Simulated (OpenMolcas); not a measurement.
A calculation on Br5+.

| Quantity | Value |
| --- | --- |
| Program | OpenMolcas 26.06 |
| Method | MS-CASPT2, IPEA 0.25 Eh, imaginary shift 0.1 Eh (closed shells correlated: 3d) |
| Basis | ANO-RCC-VTZP [6s5p3d1f] |
| Scalar Hamiltonian | DKH2, point nucleus |
| Active space | 2 electrons in 4 orbitals (4s 4p) |
| State averaging | 2S+1 = 3 even, 3 roots; 2S+1 = 1 even, 7 roots; 2S+1 = 3 odd, 3 roots; 2S+1 = 1 odd, 3 roots |
| Spin-orbit coupling | RASSI with atomic mean-field integrals over the reference wave functions, term energies averaged over their components |

(1) Which level of the active space comes out lowest?

(2) How high does 4p² ³P₀ lie?

(3) How high does 4p² ¹D₂ [66 %] lie?

(4) How high does 4p² ³P₁ lie?

(5) The level at 247259 cm⁻¹ has J = 2. What is it made of, and what is its g factor?

Measured values: Moore, Atomic Energy Levels, vol. II, NSRDS-NBS 35 (1971 reprint of NBS Circular 467, 1952).

## Answers

(1) 4s² ¹S₀, with 100 % of that term; it is also the measured ground level.

(2) 242367 cm⁻¹ above the lowest level; measured 244136 cm⁻¹ above the ground level, so the calculation is off by -1 %.

(3) 253417 cm⁻¹ above the lowest level.

(4) 245203 cm⁻¹ above the lowest level; measured 247406 cm⁻¹ above the ground level, so the calculation is off by -1 %.

(5) 66 % 4p² ³P₂, 34 % 4p² ¹D; g = 1.331, against 1.501 from Landé's formula for the pure leading term.

Over all roots computed the reference weight is 0.94 to 0.99; the roots of lowest weight are the least certain, and an intruder state may touch them. The ¹D term of p² mixes with s d, which this space lacks. Computed and measured levels are paired by configuration, term and J; levels that our copy of the source lacks, or whose pairing is in doubt (as where it misses far off the trend of its configuration), stay unpaired and out of the deviations. Only configurations of the active space appear.

A share in square brackets marks a mixed level and gives the weight of the term that names it.
